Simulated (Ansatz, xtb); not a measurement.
Relaxing a trial structure of C2H7As

The starting geometry of this gas-phase singlet has its atoms placed at random.

```yaml
atoms:
  - { symbol: C, position_ang: [0.6993, -0.2478, -2.1520] }
  - { symbol: C, position_ang: [-0.6219, 0.0846, -0.3489] }
  - { symbol: As, position_ang: [0.9879, -0.9139, 0.4354] }
  - { symbol: H, position_ang: [-1.9735, 0.3361, 0.1814] }
  - { symbol: H, position_ang: [0.4016, -0.2627, 2.0394] }
  - { symbol: H, position_ang: [-1.4762, -0.5305, 0.6803] }
  - { symbol: H, position_ang: [1.5759, -1.3337, -1.0518] }
  - { symbol: H, position_ang: [1.1175, 0.9664, -1.7892] }
  - { symbol: H, position_ang: [0.2209, 0.4666, -0.8988] }
  - { symbol: H, position_ang: [-0.0398, -1.8888, -1.1259] }
```

Problem. One run relaxed it with r2SCAN-D4/def2-SVP. What is a likely outcome?

Solution. It ends as `CC[AsH2]`. Distances that change by over a tenth: C1–H8 (1.33 → 1.10 Å), As3–H5 (1.83 → 1.53 Å). Contacts that open: C2–H9 (1.08 → 2.18 Å), As3–H7 (1.65 → 3.14 Å). Contacts that close: C1–C2 (2.26 → 1.52 Å), C1–H7 (1.78 → 1.10 Å), C1–H9 (1.52 → 1.10 Å), C2–H4 (1.47 → 1.10 Å), C2–H6 (1.47 → 1.10 Å), As3–H10 (2.11 → 1.53 Å).

The energy falls by 18.64 eV over 21 steps:

```tsv
step	E − E(last) (eV)
1	18.640
3	13.752
5	9.715
8	5.482
10	4.857
12	4.338
14	2.802
17	0.084
19	0.001
21	0.000
```

Final geometry (Å):

```yaml
atoms:
  - { symbol: C, position_ang: [0.2318, 0.1207, -1.6048] }
  - { symbol: C, position_ang: [-0.3651, -0.0472, -0.2136] }
  - { symbol: As, position_ang: [0.9610, -0.7942, 1.0723] }
  - { symbol: H, position_ang: [-0.6720, 0.9280, 0.2002] }
  - { symbol: H, position_ang: [-0.0626, -1.1231, 2.1555] }
  - { symbol: H, position_ang: [-1.2598, -0.6878, -0.2355] }
  - { symbol: H, position_ang: [0.5312, -0.8482, -2.0371] }
  - { symbol: H, position_ang: [1.1255, 0.7657, -1.5893] }
  - { symbol: H, position_ang: [-0.4952, 0.5784, -2.2959] }
  - { symbol: H, position_ang: [0.8967, -2.2159, 0.5180] }
```

From the same start GFN2-xTB reaches the same bonding as this run.

From so rough a start the end depends on the optimiser's path, so another program may land elsewhere. No frequencies were run, so the end isn't proven a minimum. Run with Ansatz 0.2.0, 15 s on 2 threads of AMD EPYC 9R45 96-Core Processor (Zen 5), on a shared host.
